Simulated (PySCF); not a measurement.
PySCF run on CBr

Input:

```python
from pyscf import gto, dft

mol = gto.M(
    atom='C 0 0 0; Br 0 0 2.099',
    basis='def2-svp',
    charge=0,
    spin=1,
    verbose=4,
)
mf = dft.UKS(mol, xc='revpbe')
mf = mf.density_fit(auxbasis='def2-universal-jkfit')
mf.kernel()
mf.analyze()
print('orbital energies (hartree):', [e[max(0, n-3):n+3].round(4) for e, n in zip(mf.mo_energy, mol.nelec)])
```

```bash
$ python input.py
```

The log (some set-up lines and the per-cycle HOMO/LUMO lines with their warnings removed):

```
PySCF version 2.14.0

[INPUT] verbose = 4
[INPUT] num. atoms = 2
[INPUT] num. electrons = 41
[INPUT] charge = 0
[INPUT] spin (= nelec alpha-beta = 2S) = 1
[INPUT] symmetry False subgroup None
[INPUT] Mole.unit = angstrom
[INPUT] Symbol           X                Y                Z      unit          X                Y                Z       unit  Magmom
[INPUT]  1 C      0.000000000000   0.000000000000   0.000000000000 AA    0.000000000000   0.000000000000   0.000000000000 Bohr   0.0
[INPUT]  2 Br     0.000000000000   0.000000000000   2.099000000000 AA    0.000000000000   0.000000000000   3.966535135462 Bohr   0.0

nuclear repulsion = 52.9429320120057
number of shells = 18
number of NR pGTOs = 98
number of NR cGTOs = 46
basis = def2-svp
ecp = {}

******** <class 'pyscf.df.df_jk.DFUKS'> ********
method = DFUKS
initial guess = minao
damping factor = 0
level_shift factor = 0
DIIS = <class 'pyscf.scf.diis.CDIIS'>
diis_start_cycle = 1
diis_space = 8
diis_damp = 0
SCF conv_tol = 1e-09
SCF conv_tol_grad = None
SCF max_cycles = 50
direct_scf = False
number electrons alpha = 21  beta = 20
XC library pyscf.dft.libxc version 7.0.0
    S. Lehtola, C. Steigemann, M. J.T. Oliveira, and M. A.L. Marques.,  SoftwareX 7, 1–5 (2018)
XC functionals = revpbe
    Y. Zhang and W. Yang.,  Phys. Rev. Lett. 80, 890 (1998)
    J. P. Perdew, K. Burke, and M. Ernzerhof.,  Phys. Rev. Lett. 77, 3865 (1996)
    J. P. Perdew, K. Burke, and M. Ernzerhof.,  Phys. Rev. Lett. 78, 1396 (1997)
radial grids:
    Treutler-Ahlrichs [JCP 102, 346 (1995); DOI:10.1063/1.469408] (M4) radial grids

becke partition: Becke, JCP 88, 2547 (1988); DOI:10.1063/1.454033
pruning grids: <function nwchem_prune>
grids dens level: 3
symmetrized grids: False
atomic radii adjust function: <function treutler_atomic_radii_adjust>
small_rho_cutoff = 0
Set gradient conv threshold to 3.16228e-05
tot grids = 34544
init E= -2610.37576288604

cycle= 1 E= -2611.47064352362  delta_E= -1.09  |g|= 0.215  |ddm|= 1.08
cycle= 2 E= -2610.05291278729  delta_E= 1.42  |g|= 1.51  |ddm|= 1.42
cycle= 3 E= -2611.49895439399  delta_E= -1.45  |g|= 0.101  |ddm|= 1.18
cycle= 4 E= -2611.50495254471  delta_E= -0.006  |g|= 0.0228  |ddm|= 0.0985
cycle= 5 E= -2611.50520638564  delta_E= -0.000254  |g|= 0.00299  |ddm|= 0.0268
cycle= 6 E= -2611.50521448492  delta_E= -8.1e-06  |g|= 0.00106  |ddm|= 0.00614
cycle= 7 E= -2611.50521552115  delta_E= -1.04e-06  |g|= 0.00039  |ddm|= 0.00184
cycle= 8 E= -2611.50521573227  delta_E= -2.11e-07  |g|= 0.000123  |ddm|= 0.00106
cycle= 9 E= -2611.50521575824  delta_E= -2.6e-08  |g|= 2.85e-05  |ddm|= 0.000452
cycle= 10 E= -2611.50521575921  delta_E= -9.66e-10  |g|= 8.41e-06  |ddm|= 9.15e-05
Extra cycle  E= -2611.50521575875  delta_E= 4.57e-10  |g|= 2.67e-05  |ddm|= 4.64e-05
converged SCF energy = -2611.50521575875  <S^2> = 0.75741336  2S+1 = 2.0073997
**** SCF Summaries ****
Total Energy =                       -2611.505215758749273
Nuclear Repulsion Energy =              52.942932012005713
One-electron Energy =                -3736.862977587174555
Two-electron Energy =                 1072.414829816419342
Two-electron Coulomb Energy =         1168.703004571166275
DFT Exchange-Correlation Energy =      -96.288174754746876
**** MO energy ****
                             alpha | beta                alpha | beta
[10 lines left out]
MO #11  energy= -2.51655445632897  | -2.51681065421303  occ= 1 | 1
MO #12  energy= -2.51560702932196  | -2.51594711517125  occ= 1 | 1
MO #13  energy= -2.51233863307186  | -2.51201918535794  occ= 1 | 1
MO #14  energy= -2.50771841016132  | -2.50750908866448  occ= 1 | 1
MO #15  energy= -2.50730793537268  | -2.50696746680181  occ= 1 | 1
MO #16  energy= -0.735143112389831 | -0.731809506269491 occ= 1 | 1
MO #17  energy= -0.528499775833665 | -0.49206408665129  occ= 1 | 1
MO #18  energy= -0.313857667245642 | -0.300555903704824 occ= 1 | 1
MO #19  energy= -0.301419414700275 | -0.300429675333009 occ= 1 | 1
MO #20  energy= -0.299819422994918 | -0.28626275382253  occ= 1 | 1
MO #21  energy= -0.20551358043354  | -0.170146853574372 occ= 1 | 0
MO #22  energy= -0.190264786321197 | -0.119405112919539 occ= 0 | 0
MO #23  energy= -0.084623344607663 | -0.0703972205317438 occ= 0 | 0
MO #24  energy= 0.264488067634842  | 0.268583202713403  occ= 0 | 0
[22 lines left out]

To work with the spin densities directly, `use mulliken_meta_spin()` only printing them here.

 ** Mulliken spin pop alpha/beta on meta-lowdin orthogonal AOs **
 ** Mulliken Spin Density (per AO)  **
 ** Mulliken Spin Density (per atom)  **
spin density of  0 C =      1.00635
spin density of  1 Br =     -0.00635
 ** Mulliken pop alpha/beta on meta-lowdin orthogonal AOs **
 ** Mulliken pop       alpha | beta **
pop of  0 C 1s        0.99996 | 0.99997
pop of  0 C 2s        0.97254 | 0.96388
pop of  0 C 3s        0.00296 | 0.00374
pop of  0 C 2px       0.34179 | 0.10026
pop of  0 C 2py       0.80962 | 0.07609
pop of  0 C 2pz       0.39327 | 0.37149
pop of  0 C 3px       0.00053 | 0.00012
pop of  0 C 3py       0.00147 | 0.00011
pop of  0 C 3pz       0.00054 | 0.00062
pop of  0 C 3dxy      0.00002 | 0.00025
pop of  0 C 3dyz      0.00034 | 0.00016
pop of  0 C 3dz^2     0.00106 | 0.00104
[34 lines left out]
In total            21.00000 | 20.00000
 ** Mulliken atomic charges   ( Nelec_alpha | Nelec_beta ) **
charge of  0C =     -0.04243  (     3.52439      2.51804 )
charge of  1Br =      0.04243  (    17.47561     17.48196 )
Dipole moment(X, Y, Z, Debye): -0.00000,  0.00000,  0.55695
orbital energies (hartree): [array([-0.3014, -0.2998, -0.2055, -0.1903, -0.0846,  0.2645]), array([-0.3006, -0.3004, -0.2863, -0.1701, -0.1194, -0.0704])]
```

In short: E(SCF) = -2611.505216 Eh, 10 cycles, ⟨S²⟩ = 0.757, μz(SCF) = 0.56 D.

Wall time 3.4 s on one thread of a shared host.

The bond length is a typed value, not an optimised one. No search for the lowest solution was made.
